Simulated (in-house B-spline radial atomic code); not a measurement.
Values are calculated unless marked as measured or tabulated.
# Mn in an electron gas of r_s = 2.07: phase shifts, screening, friction and resistivity

A nucleus sits in a uniform electron gas with a rigid positive background. The Kohn-Sham equations are solved self-consistently in the spin-unpolarised LDA (PW92), non-relativistic, on B-splines with outgoing waves at the boundary and partial waves to l = 8. The model has no lattice, no bands and no magnetic solution. Atomic units; δ_l are the phase shifts at the Fermi level, counted so that each bound state adds π, and good to about 0.0005.

The density parameter is r_s = 2.07 bohr, near that of the valence electrons of Al (3 per atom, density 2.7 g/cm³, mass 26.98 u, which gives r_s = 2.07).

```tsv
l	δ_l (rad)
0	8.9472
1	6.2790
2	2.2736
3	0.0111
4	0.0029
5	0.0002
6	-0.0002
7	-0.0004
8	-0.0003
```

Bound levels below the band bottom (hartree): s -232.9, s -26.08, p -22.28, s -2.353, p -1.279.

**Question.** Check the Friedel sum rule, and say where the screening charge sits.

**Answer.** k_F = (9π/4)^(1/3)/r_s = 0.92713. The rule is Z = (2/π) Σ (2l + 1) δ_l. The terms are s 5.696, p 11.992, d 7.237, f 0.049 and 0.009 beyond, in all 24.984 against Z = 25. Bound states hold 6 s, 12 p, 0 d electrons, so the scattering states carry 6.98 in all; where a term is smaller than its bound count, the bound level has drawn weight out of the band.

**Question.** Find the transport cross section and the electronic stopping of a 10 keV Mn ion (mass 54.94 u).

**Answer.** σ_tr = (4π/k_F²) Σ (l + 1) sin²(δ_l − δ_(l+1)). The terms for l = 0 to 3 are 0.2079, 1.1562, 1.7794, 0.0003, all together 3.1438, so σ_tr = 14.619 × 3.1438 = 45.960 bohr². With n = 3/(4π r_s³) = 0.02692, the friction coefficient is Q = n k_F σ_tr = 1.1469. For v well below v_F = 0.927, dE/dx = Q v; with 24801 eV per u at v = 1, v = √(10000/(24801 × 54.94)) = 0.0857, so dE/dx = 0.09825 hartree/bohr = 50.5 eV/nm. The largest term couples the d and f waves.

**Question.** What residual resistivity would 1 atomic per cent of such centres give in Al?

**Answer.** Δρ = k_F n_i σ_tr/n in atomic units of 21.74 μΩ·cm. With one host atom per 3 electrons, n_i/n = 0.01/3, so Δρ = 0.9271 × 0.00333 × 45.960 × 21.74 = 3.09 μΩ·cm. This is an atom added to the gas, as on an interstitial site.

**Question.** On a substitutional site the background of one host ion, a sphere holding 3 charges, is taken out. The phase shifts for l = 0 to 4 become 8.5493, 5.8972, 1.7762, -0.0571, -0.0141. What follows?

**Answer.** The Friedel sum is now 21.99, for Z − 3 = 22. The sum in σ_tr is 4.4054, so σ_tr = 64.40 bohr² and Δρ = 4.33 μΩ·cm per atomic per cent, 1.40 times the value above. A real host ion scatters too, so this model doesn't give zero even for the host's own atom.
